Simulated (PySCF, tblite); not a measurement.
C7H14OSi.
Numbering: `[CH2:1]=[CH:2][CH2:3]/[C:4](=[CH:5]/[CH2:6][CH3:7])[O:8][SiH3:9]` (hydrogens: H10, H11 on C1; H12 on C2; H13, H14 on C3; H15 on C5; H16, H17 on C6; H18, H19, H20 on C7; H21, H22, H23 on Si9)

Cartesian coordinates in Å at the GFN2-xTB level; atoms count from 1:
```
atom  x, y, z in Å
C1     3.1769   -0.0756   -0.7416
C2     2.0509   -0.7511   -0.6112
C3     1.3382   -0.9776    0.6873
C4    -0.0309   -0.3450    0.6400
C5    -1.1393   -1.0353    0.3822
C6    -2.5067   -0.4337    0.2786
C7    -2.9923   -0.4150   -1.1715
O8    -0.0963    0.9862    0.8728
Si9    0.8883    2.2669    0.8039
H10    3.6805    0.3580    0.1067
H11    3.6496    0.0656   -1.6988
H12    1.5603   -1.1778   -1.4766
H13    1.2243   -2.0500    0.8582
H14    1.9081   -0.5433    1.5103
H15   -1.0631   -2.0975    0.2052
H16   -2.4807    0.5847    0.6673
H17   -3.2068   -1.0173    0.8826
H18   -2.3200    0.1801   -1.7852
H19   -3.0260   -1.4242   -1.5765
H20   -3.9890    0.0157   -1.2329
H21    2.0464    2.1303    1.6921
H22   -0.0371    3.2854    1.2789
H23    1.3600    2.4974   -0.5618
```

Jobs on this species (23 atoms, 78 electrons) with PySCF (density fitting) and tblite. Hardware of each: Intel Xeon at 2.70 GHz, one thread, no GPU (shared host). The host was shared with other jobs, so the times are rough.

| level and settings | work | basis functions | SCF cycles | wall time |
| --- | --- | --- | --- | --- |
| PBE0/pcSseg-1 | shieldings, charges and field gradients | 230 | ? | ? |
| GFN2-xTB | Hessian by finite differences | – | – | 1.7 s |
| GFN2-xTB | L-BFGS relaxation | – | – | 3.4 s |

Q: Fill in the missing figures.

A: 
- PBE0/pcSseg-1; shieldings, charges and field gradients: 89 s, 14 SCF cycles

Q: What do all jobs in the table cost together?

A: About 94 s; the longest takes about 95 % of that, and about 52 times as long as the shortest.
